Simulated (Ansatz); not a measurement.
Isolated molecules relaxed with PBE0-D4/def2-TZVP in Ansatz; ΔE leaves out vibrations. CCSD(T)/CBS is the MP2 limit (def2-TZVPP, def2-QZVPP) plus CCSD(T) − MP2 in def2-TZVPP, frozen cores. DFT in def2-TZVPP. B3LYP here is the variant with VWN-RPA as its local correlation; programs differ in this. Elements past krypton have def2 core potentials. For Te outer-core shells are correlated without core-valence functions, which leaves a few kJ/mol of doubt a bond. Each species was taken in one conformer, which may not be the lowest.

`[SiH3]S[SiH](Cl)Cl` + `OC[TeH]` → `[SiH3]OC[TeH]` + `S[SiH](Cl)Cl`  (ligand exchange at the Si–S bond)

`[SiH3]S[SiH](Cl)Cl`:

Z-matrix (Å, degrees):
```
Si
S 1 2.152
H 1 1.481 2 103.9
H 1 1.481 2 110.7 3 -118.7
H 1 1.481 2 110.7 3 118.7
Si 2 2.107 1 101.3 3 180.0
Cl 6 2.043 2 112.1 1 -60.4
Cl 6 2.043 2 112.1 1 60.4
H 6 1.473 2 107.5 1 180.0
```

`OC[TeH]`:

Cartesian coordinates in Å:
```
O -0.695 0.236 1.287
C 0.257 -0.305 0.434
Te 0.915 1.010 -1.174
H -1.467 0.492 0.775
H -0.065 -1.225 -0.061
H 1.149 -0.508 1.023
H -0.093 0.302 -2.284
```

`[SiH3]OC[TeH]`:

Cartesian coordinates in Å:
```
Si -1.135 0.819 0.595
O -0.815 -0.691 0.002
C 0.459 -1.186 -0.229
Te 1.539 -0.292 -1.892
H -2.554 0.787 1.014
H -0.920 1.869 -0.431
H -0.243 1.094 1.756
H 0.383 -2.240 -0.497
H 1.114 -1.082 0.640
H 2.173 0.923 -0.957
```

`S[SiH](Cl)Cl`:

```xyz
6

S    -0.778   -1.071   -1.104
Si    0.341    0.262    0.095
Cl    1.438    1.385   -1.201
Cl   -0.862    1.468    1.221
H    -1.390   -1.622   -0.040
H     1.251   -0.422    1.030
```

CCSD(T)/CBS gives -21.3 kJ/mol.

Another level gave -18.0 kJ/mol. Which?
A. PBE0/def2-TZVPP
B. B3LYP/def2-TZVPP
C. PBE-D4/def2-TZVPP
D. r2SCAN/def2-TZVPP

D. r2SCAN -18.0, B3LYP -26.4, PBE0 -12.2, PBE-D4 -8.0 kJ/mol.

Largest T1 diagnostic among the species: 0.012.

In def2-TZVPP, CCSD(T) changes the Hartree–Fock value by +11.6 kJ/mol (the triples alone add +2.7 kJ/mol) and MP2 by +14.1 kJ/mol. The D4 term adds +3.5 kJ/mol with B3LYP and +2.0 kJ/mol with PBE0; it sums over pairs of atoms, weighted by their polarisabilities, and B3LYP, whose exchange is more repulsive, gets the larger term.

CCSD(T)/CBS has its own doubt, a few kJ/mol and more with outer-core shells, so smaller differences from it don't rank the levels.
